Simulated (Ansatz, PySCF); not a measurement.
Ge(F)3(SiH3) (F3GeH3Si), SMILES [SiH3][Ge]([F])([F])[F]. Atoms are numbered in the order given.

```xyz
8

F      1.1372    -0.2522     1.4777
Ge     0.3157    -0.0116    -0.0280
F      1.0167     1.4266    -0.6913
F      0.8783    -1.2917    -1.0501
Si    -2.0613     0.0823     0.1768
H     -2.3794     1.2207     1.0761
H     -2.5035    -1.2127     0.7540
H     -2.6110     0.2909    -1.1872
```
Charge 0, spin multiplicity 1.

Coordinates come from a B3LYP-D3(BJ)/def2-SVP optimisation. This is a generated structure with no PubChem entry under its InChIKey; it may be hypothetical.

Two levels are set side by side: PBE-D3(BJ)/def2-SVP (Ansatz, a first-principles code) and B3LYP-D3(BJ)/def2-SVP (Ansatz). Each level has its own optimised geometry; the coordinates shown are those of the second. Frequencies come from the Hessian of PySCF at each geometry. Differences are taken from unrounded values.

```
quantity                            B3LYP-D3(BJ)  PBE-D3(BJ)  PBE-D3(BJ) minus B3LYP-D3(BJ)
----------------------------------  ------------  ----------  -----------------------------
mean bond length (Å)                       1.720       1.732                          0.012
bond F1–Ge2 (Å)                            1.732       1.745                          0.013
bond Ge2–F3 (Å)                            1.732       1.745                          0.013
bond Ge2–F4 (Å)                            1.732       1.745                          0.013
bond Ge2–Si5 (Å)                           2.388       2.390                          0.002
bond Si5–H6 (Å)                            1.485       1.498                          0.013
bond Si5–H7 (Å)                            1.485       1.498                          0.013
bond Si5–H8 (Å)                            1.485       1.498                          0.013
highest harmonic wavenumber (cm⁻¹)          2268        2211                            -57
mean harmonic wavenumber (cm⁻¹)              785         758                            -27
zero-point energy (kcal/mol)               20.19       19.49                          -0.70
```

Exact exchange shortens and stiffens bonds; PBE has none. Differences between two approximate levels are no errors against the true value.
